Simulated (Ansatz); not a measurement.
Gas-phase electronic energies from Ansatz, PBE0-D4/def2-TZVP geometries. CCSD(T)/CBS is the MP2 limit (def2-TZVPP, def2-QZVPP) plus CCSD(T) − MP2 in def2-TZVPP, frozen cores. This one scheme is used for every species. Functionals use def2-TZVPP. B3LYP here is the variant with VWN-RPA as its local correlation; programs differ in this. Each species was taken in one conformer, which may not be the lowest.

`OCCC[SiH3]` → `CCCO` + `[SiH2]`  (silylene formation by 1,1-elimination)

`OCCC[SiH3]`:

Z-matrix (Å, degrees):
```
C
C 1 1.512
O 1 1.414 2 108.4
H 1 1.099 2 109.4 3 -121.1
H 1 1.100 2 110.0 3 121.0
C 2 1.527 1 113.7 3 -58.8
H 2 1.095 1 108.3 3 63.3
H 2 1.095 1 107.9 3 178.5
H 3 0.959 1 108.8 2 175.2
Si 6 1.878 2 115.7 1 -60.9
H 6 1.095 2 109.7 1 177.9
H 6 1.094 2 109.7 1 61.4
H 10 1.489 6 112.5 2 68.3
H 10 1.488 6 109.9 2 -171.5
H 10 1.491 6 110.4 2 -52.0
```

`CCCO`:

Z-matrix (Å, degrees):
```
C
C 1 1.519
H 1 1.094 2 111.3
H 1 1.092 2 111.4 3 120.2
H 1 1.093 2 111.1 3 -119.8
C 2 1.516 1 112.3 3 59.4
H 2 1.097 1 109.7 3 -61.9
H 2 1.094 1 110.5 3 -179.1
O 6 1.412 2 113.3 1 177.5
H 6 1.101 2 109.8 1 -57.8
H 6 1.094 2 109.9 1 59.5
H 9 0.961 6 108.2 2 59.3
```

`[SiH2]`:

Cartesian coordinates in Å:
```
Si 0.588 0.279 0.289
H -0.477 -0.702 0.771
H -0.111 0.423 -1.060
```

| level | ΔE (kcal/mol) | difference from CCSD(T)/CBS |
| --- | --- | --- |
| r2SCAN-D4 | 58.7 | 4.5 |
| PBE0-D4 | 56.9 | 2.7 |
| B3LYP-D4 | 52.9 | -1.3 |
| B2PLYP | 52.1 | -2.1 |
| r2SCAN | 57.9 | 3.7 |
| CCSD/def2-TZVPP | 51.3 | -2.9 |
| HF/def2-QZVPP | 47.9 | -6.3 |
| MP2/def2-QZVPP | 58.4 | 4.2 |
| SCS-MP2/def2-QZVPP | 55.3 | 1.1 |
| CCSD/CBS(def2) | 52.9 | -1.3 |
| CCSD(T)/CBS | 54.2 | 0 |

Largest T1 diagnostic among the species: 0.014.

From PBE to PBE0 (25 % exact exchange), in def2-TZVPP and without D4, ΔE moves by +2.2 kcal/mol. The D4 term adds +4.1 kcal/mol with B3LYP and +2.3 kcal/mol with PBE0; it sums over pairs of atoms, weighted by their polarisabilities, and B3LYP, whose exchange is more repulsive, gets the larger term. In def2-TZVPP, CCSD(T) changes the Hartree–Fock value by +4.8 kcal/mol (the triples alone add +1.3 kcal/mol) and MP2 by +9.7 kcal/mol.
